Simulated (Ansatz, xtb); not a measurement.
Two isomers of H4InSeSi

We compare I, `[SiH3][In][SeH]`, a doublet, with II, `[SiH3][Se][InH]`, a doublet. Both are isolated molecules in the gas phase, relaxed with PBE0-D3(BJ)/def2-SVP; the shapes shown needn't be the lowest conformers.

I (Å):

```xyz
7

In    1.0992   -2.9238   -2.4330
Se    3.5373   -2.2909   -2.9328
Si   -0.2992   -1.0780   -1.1322
H     0.5209    0.1091   -0.7326
H    -0.8895   -1.6955    0.0964
H    -1.4196   -0.6201   -2.0127
H     3.8101   -3.5655   -3.6156
```

II (Å):

```xyz
7

In    2.6103   -3.0868   -3.1558
Se    0.3816   -3.4976   -1.9397
Si    0.0633   -1.3606   -1.2017
H     1.0833   -0.4376   -1.7885
H     0.1680   -1.3030    0.2874
H    -1.2975   -0.8931   -1.6031
H     3.2771   -1.4390   -3.1283
```

Which of the two would you expect CCSD(T)/def2-SVP + ΔMP2/def2-TZVPP electronic energies to favour?

Structure II; the calculation gives E(II) − E(I) = −3.3 kcal/mol.

Level by level:

```
                             level              geometry  E(II) − E(I) (kcal/mol)  departure from the last row (kcal/mol)  job, with rough time for the two
                          GFN2-xTB              GFN2-xTB                     −11.1                                    −7.8               optimisation, 0.8 s
                         HF/STO-3G              GFN2-xTB                     +11.2                                   +14.5               single point, 3.7 s
                r2SCAN-D4/def2-SVP              GFN2-xTB                      +2.2                                    +5.5               single point, 9.6 s
              PBE0-D3(BJ)/def2-SVP  PBE0-D3(BJ)/def2-SVP                      −2.3                                    +1.0             optimisation, 3.7 min
                       HF/def2-SVP  PBE0-D3(BJ)/def2-SVP                      −4.3                                    −1.0           part of the CCSD(T) run
                      MP2/def2-SVP  PBE0-D3(BJ)/def2-SVP                      −4.6                                    −1.3           part of the CCSD(T) run
                  CCSD(T)/def2-SVP  PBE0-D3(BJ)/def2-SVP                      −2.5                                    +0.8                      single point
CCSD(T)/def2-SVP + ΔMP2/def2-TZVPP  PBE0-D3(BJ)/def2-SVP                      −3.3                                                        single point, 86 s
```

As drawn, II has 1 Se–Si, 1 In–H in place of 1 In–Si, 1 Se–H.

HF/STO-3G, r2SCAN-D4/def2-SVP put the two in the other order. The largest departure from CCSD(T)/def2-SVP + ΔMP2/def2-TZVPP is that of HF/STO-3G, 14.5 kcal/mol. A small imaginary or near-zero mode remains, so no thermal terms are given. The last row adds to CCSD(T) the change of the MP2 difference between the two basis sets, here −0.8 kcal/mol.

Open shells are spin-unrestricted. The correlated steps freeze 18 core orbitals; the filled d shell of In and Se is correlated, in a basis made for valence electrons. Atoms past krypton carry core potentials in the def2 sets, other sets are all-electron and non-relativistic, and no spin–orbit term is included. Run with Ansatz 0.2.0, xtb 6.7.1; the last row on 2 threads of AMD EPYC 7R43 64-Core Processor (Zen 3) on a shared host.
